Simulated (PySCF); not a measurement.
**Trend along group 14: MBi cations**

PBE0 with double-zeta basis sets in PySCF, for the lowest determinant that a PBE0 search found; no spin–orbit coupling. De refers to high-spin ground-configuration atoms (the charge goes to the atom of lower measured ionisation energy or higher electron affinity, which is not always the lowest computed limit). A positive dipole points towards Bi; it is taken about the centre of mass and depends on that origin.

| M | basis | charged atom | state (unpaired electrons) | Re (Å) | ωe (cm⁻¹) | De (eV) | μ (D) |
| --- | --- | --- | --- | --- | --- | --- | --- |
| Si | def2-SVP | Bi+ | triplet (π ↑↑) | 2.612 | 326 | n/a | -3.56 |
| Ge | def2-SVP | Bi+ | triplet (π ↑↑) | 2.675 | 214 | n/a | -2.50 |
| Sn | def2-SVP | Bi+ | triplet (π ↑↑) | 2.869 | 166 | n/a | -3.01 |
| Pb | cc-pVDZ-PP | Bi+ | triplet (π ↑↑) | 2.942 | 137 | n/a | -2.15 |

The shortest bond is that of SiBi⁺ (2.612 Å), the longest that of BiPb⁺ (2.942 Å).

The rows differ in basis set, which adds steps of its own.

Down a group the atoms grow and get heavier, so bonds lengthen and wavenumbers fall; this series shows no clear exception.

These are scalar-relativistic numbers at best; spin–orbit coupling would shift them, the dissociation energy most. States were picked by a PBE0 search and need not be the measured ground states.
